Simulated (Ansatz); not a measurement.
CuAu₂. Charge 0, multiplicity 2. Geometry PBE0-D4/def2-TZVP, basis def2-TZVP, Ansatz.

```tsv
atom	x (Å)	y (Å)	z (Å)
Au1	-0.321	1.157	-0.967
Au2	-0.895	-1.205	0.352
Cu3	1.216	0.048	0.615
```

```
run  HOMO (eV)  LUMO (eV)
  A      -4.35      -3.88
  B      -4.49      -4.10
  C      -4.78      -3.81
  D      -5.32      -2.94
  E      -4.59      -4.08
  F      -5.09      -3.08
```

In the def2 sets Au takes a core potential; there is no spin–orbit coupling. The structure comes from a short search, and lower isomers may exist.

HOMO and LUMO are taken over both spins.

Q: The runs used B97M-V, BLYP, PBE, PBE0, r2SCAN, r2SCAN0. Estimate which is which.

A: A B97M-V (0 % exact exchange); B BLYP (0 % exact exchange); C r2SCAN (0 % exact exchange); D r2SCAN0 (25 % exact exchange); E PBE (0 % exact exchange); F PBE0 (25 % exact exchange). Exact exchange lowers occupied and raises empty levels; among semilocal functionals meta-GGAs tend to open the gap a little, and such runs are hard to tell apart. The gap grows from 0.39 eV (BLYP) to 2.38 eV (r2SCAN0).
